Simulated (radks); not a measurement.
Values are calculated unless marked as measured or tabulated.
Ionisation of the titanium ion Ti2+, [Ar] 3d2, to [Ar] 3d1 as the strength of local exchange is varied. Code: a radial shooting solver on a logarithmic mesh with Libxc functionals. Model: non-relativistic Kohn-Sham, Slater X-alpha exchange (alpha = 2/3 is LDA exchange), no correlation, spin-polarised, spherical densities, point nucleus; open shells are filled with parallel spins first.

alpha  E(Ti2+) (hartree)  exchange (hartree)  IE (eV)  -e of the level emptied (eV)  <r> of it (bohr)
0.601         -841.11369           -33.91542   25.281                   18.377 (3d)             1.476
0.609         -841.56526           -34.38356   25.434                   18.511 (3d)             1.471
0.63          -842.75165           -35.61448   25.840                   18.866 (3d)             1.457
0.631         -842.80818           -35.67317   25.859                   18.883 (3d)             1.457
0.667         -844.84564           -37.79047   26.564                   19.503 (3d)             1.435
0.766         -850.47143           -43.65794   28.568                   21.283 (3d)             1.379
0.893         -857.73712           -51.28077   31.272                   23.721 (3d)             1.315

NIST Atomic Spectra Database: 27.492 eV (measured). The Delta-SCF value meets it near alpha = 0.71. Open shells are spherical and high-spin; term and fine-structure splittings are not resolved.
